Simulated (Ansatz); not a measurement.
Isolated molecules relaxed with PBE0-D4/def2-TZVP in Ansatz; ΔE leaves out vibrations. CBS: MP2 limit from def2 TZ/QZ plus the TZ coupled-cluster correction, frozen cores. DFT in def2-TZVPP. B3LYP here is the variant with VWN-RPA as its local correlation; programs differ in this. HSE06 is defined as in plane-wave codes. One conformer a species, not always the lowest.

Consider the isomerisation: `C=CN[SiH2]Cl` → `C=C[SiH](N)Cl`.

```csv
level,ΔE (kJ/mol),difference from CCSD(T)/CBS
PBE-D4,-40.7,12.7
BLYP-D4,-41.7,11.7
r2SCAN-D4,-44.5,8.9
r2SCAN0-D4,-46.4,7.0
HSE06-D4,-43.7,9.7
BHLYP-D4,-47.2,6.2
ωB97X-V,-46.2,7.2
ωB97M-V,-50.5,2.9
B3LYP,-40.7,12.7
MP2/def2-SVP,-36.1,17.3
CCSD(T)/CBS,-53.4,0
```

Largest T1 diagnostic among the species: 0.011.

From BLYP to BHLYP (50 % exact exchange), in def2-TZVPP and without D4, ΔE moves by −6.2 kJ/mol. In def2-TZVPP, CCSD(T) changes the Hartree–Fock value by −5.5 kJ/mol (the triples alone add −0.2 kJ/mol) and MP2 by −6.8 kJ/mol.
